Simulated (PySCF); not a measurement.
Kr²⁺ (krypton, charge +2): LDA calculation

Configuration: [Ar] 3d10 4s2 4p4, high-spin 3P determinant. Calculation: PySCF 2.14, in cc-pVTZ-DK (6s5p3d1f, 43 functions); the spin-free X2C one-electron Hamiltonian (Gaussian nucleus).

```json
{
 "Total energy": "-2784.714 hartree",
 "One-electron energy": "-3842.365 hartree",
 "Hartree (Coulomb) energy": "1150.304 hartree",
 "Exchange-correlation energy": "-92.653 hartree",
 "⟨S²⟩": "2.0010",
 "⟨L²⟩": "2.010",
 "Sum of ⟨r⟩": "21.20 bohr",
 "Sum of ⟨r²⟩": "25.66 bohr²",
 "Traceless quadrupole moment −½Σ⟨3z² − r²⟩ along its main axis": "-1.25 e·bohr²",
 "Langevin diamagnetic susceptibility": "-20.3 ×10⁻⁶ cm³/mol",
 "Time after the integrals": "0.15 s of wall time on 1 thread of Intel(R) Xeon(R) 6975P-C (shared host)"
}
```

```json
{"shell": "1s α", "electrons": "1", "mean orbital energy (eV)": "-14143.7", "spread (eV)": "0", "rms radius, mean of both spins (bohr)": "0.0478"}
{"shell": "1s β", "electrons": "1", "mean orbital energy (eV)": "-14143.6", "spread (eV)": "0", "rms radius, mean of both spins (bohr)": "0.0478"}
{"shell": "2s α", "electrons": "1", "mean orbital energy (eV)": "-1887.0", "spread (eV)": "0", "rms radius, mean of both spins (bohr)": "0.199"}
{"shell": "2s β", "electrons": "1", "mean orbital energy (eV)": "-1886.9", "spread (eV)": "0", "rms radius, mean of both spins (bohr)": "0.199"}
{"shell": "2p α", "electrons": "3", "mean orbital energy (eV)": "-1673.8", "spread (eV)": "0.301", "rms radius, mean of both spins (bohr)": "0.177"}
{"shell": "2p β", "electrons": "3", "mean orbital energy (eV)": "-1673.6", "spread (eV)": "0.195", "rms radius, mean of both spins (bohr)": "0.177"}
{"shell": "3s α", "electrons": "1", "mean orbital energy (eV)": "-288.59", "spread (eV)": "0", "rms radius, mean of both spins (bohr)": "0.569"}
{"shell": "3s β", "electrons": "1", "mean orbital energy (eV)": "-288.34", "spread (eV)": "0", "rms radius, mean of both spins (bohr)": "0.569"}
{"shell": "3p α", "electrons": "3", "mean orbital energy (eV)": "-220.57", "spread (eV)": "0.786", "rms radius, mean of both spins (bohr)": "0.585"}
{"shell": "3p β", "electrons": "3", "mean orbital energy (eV)": "-220.29", "spread (eV)": "0.599", "rms radius, mean of both spins (bohr)": "0.585"}
{"shell": "3d α", "electrons": "5", "mean orbital energy (eV)": "-107.54", "spread (eV)": "0.774", "rms radius, mean of both spins (bohr)": "0.616"}
{"shell": "3d β", "electrons": "5", "mean orbital energy (eV)": "-107.20", "spread (eV)": "0.556", "rms radius, mean of both spins (bohr)": "0.616"}
{"shell": "4s α", "electrons": "1", "mean orbital energy (eV)": "-47.054", "spread (eV)": "0", "rms radius, mean of both spins (bohr)": "1.60"}
{"shell": "4s β", "electrons": "1", "mean orbital energy (eV)": "-45.129", "spread (eV)": "0", "rms radius, mean of both spins (bohr)": "1.60"}
{"shell": "4p α", "electrons": "3", "mean orbital energy (eV)": "-31.911", "spread (eV)": "1.458", "rms radius, mean of both spins (bohr)": "1.86"}
{"shell": "4p β", "electrons": "1", "mean orbital energy (eV)": "-29.967", "spread (eV)": "0", "rms radius, mean of both spins (bohr)": "1.86"}
```

Densities and radii are taken from the X2C orbitals without a picture-change correction, which distorts them close to the nucleus.
